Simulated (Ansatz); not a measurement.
Relaxation of C2H11AlBNSi (17 atoms, charge 0, multiplicity 1), to a largest force component of 0.015 eV/Å in at most 40 steps.

Level of theory: RKS B3LYP-D4/6-31G* (Ansatz).

```xyz
17
Properties=species:S:1:pos:R:3
B -1.811 -2.143 -0.409
Al -0.228 -0.850 -0.291
Si 1.877 -1.760 0.126
N -0.379 1.075 -0.511
C 0.841 1.744 -0.421
C -1.380 1.593 0.507
H -2.904 -1.644 -0.623
H -1.684 -3.246 -0.290
H 1.888 -2.455 1.469
H 2.909 -0.680 0.218
H 2.252 -2.701 -0.913
H 1.324 1.598 0.612
H 1.481 1.410 -1.208
H 0.680 2.854 -0.550
H -0.993 1.387 1.541
H -2.364 1.121 0.421
H -1.527 2.696 0.363
```

Task: Where does it end, and by what steps?

Result: It converged. The force dipped under the threshold on the way, but the program's further checks kept it going. After 37 steps the energy has fallen by 1.254 eV; H8 moved furthest, 1.39 Å.

| step | energy less start (eV) | largest force component (eV/Å) | accepted |
| --- | --- | --- | --- |
| 0 | 0.0000 | 2.940 | yes |
| 2 | -0.9258 | 0.649 | yes |
| 4 | -1.1375 | 0.168 | yes |
| 6 | -1.2095 | 0.267 | yes |
| 8 | -1.2202 | 0.351 | no |
| 10 | -1.2389 | 0.117 | yes |
| 12 | -1.2411 | 0.046 | yes |
| 14 | -1.2427 | 0.138 | yes |
| 16 | -1.2457 | 0.157 | yes |
| 18 | -1.2476 | 0.192 | no |
| 20 | -1.2488 | 0.159 | no |
| 22 | -1.2511 | 0.071 | yes |
| 24 | -1.2519 | 0.055 | yes |
| 26 | -1.2528 | 0.055 | yes |
| 28 | -1.2532 | 0.036 | yes |
| 30 | -1.2536 | 0.031 | yes |
| 32 | -1.2538 | 0.025 | yes |
| 34 | -1.2539 | 0.029 | yes |
| 36 | -1.2540 | 0.008 | yes |
| 37 | -1.2540 | 0.009 | yes |

```xyz
17
Properties=species:S:1:pos:R:3
B -1.971 -1.997 -0.197
Al -0.153 -0.886 -0.127
Si 2.096 -1.875 -0.342
N -0.242 0.893 0.125
C 0.896 1.794 0.233
C -1.505 1.603 0.263
H -2.651 -2.083 -1.183
H -2.383 -2.623 0.740
H 2.532 -2.542 0.923
H 3.160 -0.881 -0.681
H 2.147 -2.928 -1.402
H 0.919 2.298 1.213
H 1.836 1.249 0.111
H 0.858 2.580 -0.538
H -1.589 2.096 1.246
H -2.352 0.915 0.162
H -1.615 2.385 -0.506
```

Whether the end is a true minimum wasn't checked by a vibrational analysis.

Run time: 3.5 min on 2 threads of Arm Neoverse V1 (shared host), peak memory 0.32 GiB.
